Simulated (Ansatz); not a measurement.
Input for Ansatz (a quantum-chemistry and plane-wave program): U-r2SCAN/def2-TZVPP on CH5Bi (SMILES [CH3][BiH2]), a point of a bond scan (R = 1.469 Å). Elements past Kr take the def2 small-core potentials; no spin–orbit coupling.

Ansatz 0.2 input:
```yaml
crystal:
  periodic: [false, false, false]
  atoms:
    - {symbol: Bi, position_ang: [-0.11442136, -0.13875822, 0.14265198]}
    - {symbol: H, position_ang: [0.10109638, -1.45634717, -1.06583804]}
    - {symbol: H, position_ang: [-1.63440454, 0.37932592, -0.67231832]}
    - {symbol: C, position_ang: [1.15924493, 1.32396943, -1.06349030]}
    - {symbol: H, position_ang: [0.93755850, 2.67413695, -0.52980074]}
    - {symbol: H, position_ang: [0.87590674, 1.28056262, -2.11058643]}
    - {symbol: H, position_ang: [2.20387163, 1.04548114, -0.94226535]}
basis:
  gaussian:
    orbitals: def2-TZVPP
hamiltonian:
  xc: {name: r2SCAN}
magnetization: {spin_polarized: true, initial_magnetization: 0}
```

The log:

```
WARN ansatz: RAYON_NUM_THREADS=1 ignored (pool sized by the plan → 1); use --threads N
Functional definition: r2SCAN
integrals: 0.05 GiB planned
835 factors; their error is unknown
mean field: 0.59 GiB planned
mean field evaluation 1: about -6951.5575 eV, gradient 4.0e1 eV
mean field evaluation 2: about -6932.3941 eV, gradient 6.3e1 eV
mean field evaluation 4: about -6959.5803 eV, gradient 4.8e0 eV
mean field evaluation 8: about -6959.6489 eV, gradient 2.8e-1 eV
mean field evaluation 16: about -6959.6491 eV, gradient 3.2e-5 eV
mean field -6959.64910194 eV, -255.7623870765 hartree, gradient 3.3e-5 eV, S^2 0.000000; 0 other end points of the search recorded, 0 dependent functions left out
reference -6959.64911770 eV, -255.7623876557 hartree; 17, 17 occupied and 134, 134 virtual orbitals, 835 factors
Total energy: -6959.64911770 eV, -255.7623876557 hartree
```

Self-consistency was reached.

Cost: roughly 9 core-seconds.
